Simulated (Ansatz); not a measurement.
One change: `[BH2][SnH2][NH2]` becomes `[NH2][SnH2][F]`.

Ansatz, PBE0-D4/def2-TZVP geometries, multiplicity 1. Each molecule was computed in one conformer, which needn't be the lowest.

Elements past krypton have def2 core potentials.

```
                                          property  `[BH2][SnH2][NH2]`
                 LUMO energy (PBE/def2-TZVPP) / eV               -3.55
             HOMO–LUMO gap (B3LYP/def2-TZVPP) / eV                4.01
             LUMO energy (ωB97M-V/def2-TZVPP) / eV               -0.60
               HOMO–LUMO gap (PBE/def2-TZVPP) / eV                2.07
             HOMO energy (ωB97M-V/def2-TZVPP) / eV               -9.33
size of the dipole moment (ωB97M-V/def2-TZVPP) / D                1.01
```

Question: Give the same properties after the change, and the shifts. (An estimate is asked.)

Answer: Computed: 
| property | `[NH2][SnH2][F]` | shift |
| --- | --- | --- |
| LUMO energy (PBE/def2-TZVPP) / eV | -1.23 | 2.32 |
| HOMO–LUMO gap (B3LYP/def2-TZVPP) / eV | 6.96 | 2.95 |
| LUMO energy (ωB97M-V/def2-TZVPP) / eV | 1.27 | 1.87 |
| HOMO–LUMO gap (PBE/def2-TZVPP) / eV | 5.17 | 3.10 |
| HOMO energy (ωB97M-V/def2-TZVPP) / eV | -10.26 | -0.93 |
| size of the dipole moment (ωB97M-V/def2-TZVPP) / D | 1.91 | 0.90 |

With PBE0 the HOMO falls by 0.85 eV and the LUMO rises by 2.24 eV, so the gap widens by about 3.09 eV. PBE moves the HOMO by -0.77 eV and ωB97M-V by -0.93 eV. Dipoles are sizes alone; their direction can turn.

B3LYP here is the variant with VWN-RPA as its local correlation; programs differ in this.
